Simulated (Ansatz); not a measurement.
Species: C4H11Ge (charge 0, doublet). It need not be the lowest isomer of its formula. SMILES: C(C)C[CH2][GeH2]
Coordinates optimised at B3LYP-D3(BJ)/def2-TZVP (Ansatz, a first-principles code):
```
C
H 1 1.0947
H 1 1.0947 2 106.10
C 1 1.5309 2 109.02 3 117.27
H 4 1.0945 1 109.02 2 -179.92
H 4 1.0945 5 106.22 1 117.34
C 4 1.5259 5 109.76 6 118.60
H 7 1.0915 4 111.42 5 -58.20
H 7 1.0926 8 107.76 4 -122.09
H 7 1.0926 8 107.76 9 -115.82
C 1 1.5313 2 109.82 3 -118.64
H 11 1.0920 1 110.64 2 -62.57
H 11 1.0920 12 107.11 1 120.67
Ge 11 1.9843 12 107.85 13 115.86
H 14 1.5529 11 110.36 12 -177.77
H 14 1.5529 15 108.43 11 120.99
```
Charge 0, spin multiplicity 2.

Wanted: atomisation energy (electronic, to ground-state atoms), in kcal/mol. Cores are frozen in the correlated levels unless marked. Open shells are spin-unrestricted. No spin-orbit coupling. Frozen are the shells of the preceding noble gas and the d and f shells that filled before the atom's block. No relativistic terms. The coupled-cluster limit lacks core correlation, which all-electron functionals hold. Basis-set limits of correlation are two-point, X^-3; Hartree-Fock from the larger set. The bracket is a focal-point correction in the basis named.

```csv
level,program,atomisation energy (kcal/mol)
revPBE-D3(BJ)/def2-TZVPD,Ansatz + dftd3,1375.7
```

Problem. What does RI-MP2/CBS(cc-pVTZ,cc-pVQZ)+[CCSD(T)-MP2]/cc-pVTZ (Ansatz) give?

Solution. 1388.2 kcal/mol
